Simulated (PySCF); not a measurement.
C₅H₇B.
SMILES: `BC(=C)C#CC`

The closed-shell ground state was solved at several levels (PySCF, density fitting, gas phase, non-relativistic). Isolated species at its PBE0-D3(BJ)/def2-SVP geometry, gas phase.

```json
{"level": "B3LYP/pcSseg-1", "basis functions": "137", "HOMO (eV)": "-6.73", "LUMO (eV)": "-2.37", "gap (eV)": "4.36", "dipole (D)": "1.35"}
{"level": "mPW1PW91/pcSseg-1", "basis functions": "137", "HOMO (eV)": "-6.97", "LUMO (eV)": "-2.18", "gap (eV)": "4.79", "dipole (D)": "1.33"}
{"level": "PBE0/aug-cc-pVDZ", "basis functions": "201", "HOMO (eV)": "-6.92", "LUMO (eV)": "-2.21", "gap (eV)": "4.71", "dipole (D)": "1.36"}
{"level": "OPBE/pcSseg-1", "basis functions": "137", "HOMO (eV)": "-5.92", "LUMO (eV)": "-3.00", "gap (eV)": "2.92", "dipole (D)": "1.46"}
{"level": "LC-wPBE/pcSseg-1", "basis functions": "137", "HOMO (eV)": "-9.49", "LUMO (eV)": "0.05", "gap (eV)": "9.54", "dipole (D)": "1.19"}
{"level": "PBE0/def2-SVP", "basis functions": "119", "HOMO (eV)": "-6.88", "LUMO (eV)": "-2.12", "gap (eV)": "4.76", "dipole (D)": "1.36"}
{"level": "BLYP/pcSseg-1", "basis functions": "137", "HOMO (eV)": "-5.76", "LUMO (eV)": "-2.95", "gap (eV)": "2.81", "dipole (D)": "1.47"}
{"level": "LDA/def2-SVPD", "basis functions": "176", "HOMO (eV)": "-6.16", "LUMO (eV)": "-3.42", "gap (eV)": "2.74", "dipole (D)": "1.59"}
{"level": "CAM-B3LYP/pcSseg-1", "basis functions": "137", "HOMO (eV)": "-8.15", "LUMO (eV)": "-1.06", "gap (eV)": "7.09", "dipole (D)": "1.27"}
```

Q: Estimate the row for B97-D/pcSseg-1, a basis of 137 functions; the other rows only guide the guess.

A: HOMO -5.87 eV, LUMO -2.95 eV, gap 2.92 eV, dipole 1.44 D.

Q: Over all these levels, which gives the widest orbital gap and which the narrowest?

A: LC-wPBE/pcSseg-1 (range-separated hybrid) has the widest, 9.54 eV, and LDA/def2-SVPD (LDA) the narrowest, 2.74 eV. Functional and basis both differ between the two, so the spread mixes both effects.

Q: In the pcSseg-1 basis, how does the gap go with the fixed share of exact exchange?

A: BLYP (0 %) 2.81 eV; OPBE (0 %) 2.92 eV; B97-D (0 %) 2.92 eV; B3LYP (20 %) 4.36 eV; mPW1PW91 (25 %) 4.79 eV. Each rise in the share widens the gap here.

Q: How far do the dipole and the HOMO energy spread over the levels?

A: The dipole runs from 1.19 to 1.59 D (mean 1.38 D) and the HOMO from -9.49 to -5.76 eV.
